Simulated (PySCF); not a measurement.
C₂H₈S₂Si, SMILES C[Si](S)(S)C, PBE0/def2-SVP optimised geometry.

```
13

C     -1.05    -1.40     1.48
Si    -0.34    -0.49     0.00
C     -0.83     1.31     0.00
S     -0.92    -1.50    -1.82
S      1.82    -0.49     0.00
H     -0.74    -2.45     1.48
H     -2.15    -1.36     1.47
H     -0.70    -0.93     2.41
H     -1.93     1.41    -0.04
H     -0.41     1.83    -0.87
H     -0.48     1.82     0.91
H     -2.19    -1.75    -1.41
H      1.93    -1.83    -0.06
```

Density from PBE0/def2-TZVP run with PySCF at that geometry.

Minimum of the electron density along straight lines between bonded atoms, close to the bond critical point (lines longer than 1.1 times the sum of covalent radii, or with two minima, are not listed):

```csv
bond,length / Å,ρ at the minimum / e bohr⁻³,∇²ρ there / e bohr⁻⁵,position (fraction from the first atom)
C1–Si2,1.875,0.123,0.17,0.61
Si2–C3,1.871,0.124,0.18,0.39
Si2–S4,2.162,0.096,0.09,0.36
Si2–S5,2.152,0.097,0.09,0.36
C1–H6,1.100,0.267,-0.88,0.64
C1–H7,1.102,0.265,-0.86,0.64
C1–H8,1.101,0.266,-0.87,0.64
C3–H9,1.101,0.266,-0.87,0.64
C3–H10,1.100,0.267,-0.88,0.64
C3–H11,1.102,0.266,-0.87,0.64
S4–H12,1.353,0.208,-0.58,0.64
S5–H13,1.351,0.210,-0.59,0.64
```
